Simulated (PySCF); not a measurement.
How methods differ on the ionisation energy of Cr

Cr [Ar] 3d5 4s1 (7S) → Cr⁺ [Ar] 3d5 (6S), as a difference of total energies. Calculation: PySCF 2.14, in aug-cc-pVDZ-DK (7s6p4d2f, 59 functions); scalar relativity by spin-free X2C-1e. Correlated levels: valence: [Ar] frozen. The calculations carry no spin-orbit coupling.

Question: Order these methods by the ionisation energy they give, lowest first.
A. SCS-MP2 (valence)
B. UHF
C. BP86
D. r2SCAN

Answer: B (6.013 eV), A (6.167 eV), D (7.311 eV), C (7.490 eV).

Errors of the correlated levels include the incompleteness of this basis and the frozen core.

For comparison: 6.767 eV (measured; NIST Atomic Spectra Database, ionization energies).
